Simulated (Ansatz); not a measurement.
Cost and result for the atomization energy of `C[SiH](N)O[SiH3]` (14 atoms, 13 bonds).

Z-matrix (Å, degrees):
```
C
Si 1 1.854
H 1 1.094 2 110.7
H 1 1.092 2 110.6 3 119.2
H 1 1.092 2 111.0 3 -120.2
N 2 1.709 1 110.0 3 57.1
O 2 1.649 1 106.7 3 -67.2
H 2 1.485 1 113.2 3 175.5
H 6 1.006 2 122.0 1 158.0
H 6 1.006 2 122.8 1 -44.1
Si 7 1.632 2 139.6 1 142.2
H 11 1.484 7 108.4 2 169.0
H 11 1.488 7 110.8 2 -71.4
H 11 1.489 7 111.1 2 49.1
```

Total charge 0; spin multiplicity 1. The geometry is a stationary point of PBE0-D4/def2-TZVP. It is one conformer, not always the lowest. Program: Ansatz. All runs use 2 threads of an AMD EPYC 7R13 on a shared host and a share of an NVIDIA H100 80 GB. Times are those of one run each, without the atoms' runs, and a repeat can differ threefold. Electronic energies, without spin–orbit coupling; frozen cores. CCSD(T)/CBS adds CCSD(T) − MP2 in def2-TZVPP to the MP2 limit, and its time is that of the two runs behind it. T1 = 0.011. B3LYP takes the VWN-RPA correlation (the form of Gaussian; ORCA's B3LYP/G).

CCSD(T)/CBS is a level of theory with its own doubt, some kJ/mol a heavy atom from the limit and from the frozen cores, so smaller differences don't rank the functionals.

```json
{"level": "PBE0-D4/def2-TZVPP", "functions": "303", "wall time": "2 s", "atomization (kcal/mol)": "1191.4", "difference from CCSD(T)/CBS": "-15.2", "per bond": "-1.2"}
{"level": "B3LYP-D4/def2-TZVPP (with forces)", "functions": "303", "wall time": "2.5 s", "atomization (kcal/mol)": "1204.0", "difference from CCSD(T)/CBS": "-2.6", "per bond": "-0.2"}
{"level": "ωB97X-V/def2-TZVPP", "functions": "303", "wall time": "2.6 s", "atomization (kcal/mol)": "1209.2", "difference from CCSD(T)/CBS": "2.6", "per bond": "0.2"}
{"level": "B2PLYP/def2-TZVPP", "functions": "303", "wall time": "2.9 s", "atomization (kcal/mol)": "1190.4", "difference from CCSD(T)/CBS": "-16.2", "per bond": "-1.2"}
{"level": "r2SCAN-D4/def2-TZVPP (with forces)", "functions": "303", "wall time": "3.2 s", "atomization (kcal/mol)": "1200.4", "difference from CCSD(T)/CBS": "-6.2", "per bond": "-0.5"}
{"level": "PBE-D4/def2-TZVPP (with forces)", "functions": "303", "wall time": "3.6 s", "atomization (kcal/mol)": "1203.8", "difference from CCSD(T)/CBS": "-2.8", "per bond": "-0.2"}
{"level": "MP2/def2-QZVPP", "functions": "581", "wall time": "3.8 s", "atomization (kcal/mol)": "1202.7", "difference from CCSD(T)/CBS": "-3.9", "per bond": "-0.3"}
{"level": "CCSD(T)/def2-TZVPP", "functions": "303", "wall time": "4.5 s", "atomization (kcal/mol)": "1173.2", "difference from CCSD(T)/CBS": "-33.4", "per bond": "-2.6"}
{"level": "ωB97M-V/def2-TZVPP (with forces)", "functions": "303", "wall time": "6 s", "atomization (kcal/mol)": "1207.5", "difference from CCSD(T)/CBS": "0.9", "per bond": "0.1"}
{"level": "CCSD(T)/CBS(def2)", "functions": "–", "wall time": "8.3 s", "atomization (kcal/mol)": "1206.6", "difference from CCSD(T)/CBS": "0.0", "per bond": "0.0"}
```

In def2-TZVPP, CCSD(T) changes the Hartree–Fock value by +280.7 kcal/mol (the triples alone add +13.0 kcal/mol) and MP2 by +290.0 kcal/mol; breaking electron pairs costs correlation energy, which Hartree–Fock lacks. From PBE to PBE0 (25 % exact exchange), in def2-TZVPP and without D4, the atomization energy moves by −11.4 kcal/mol: exact exchange takes away binding that semilocal exchange gives to molecules. The D4 term adds +11.4 kcal/mol with B3LYP and +6.1 kcal/mol with PBE0; it sums over pairs of atoms, weighted by their polarisabilities, and B3LYP, whose exchange is more repulsive, gets the larger term.
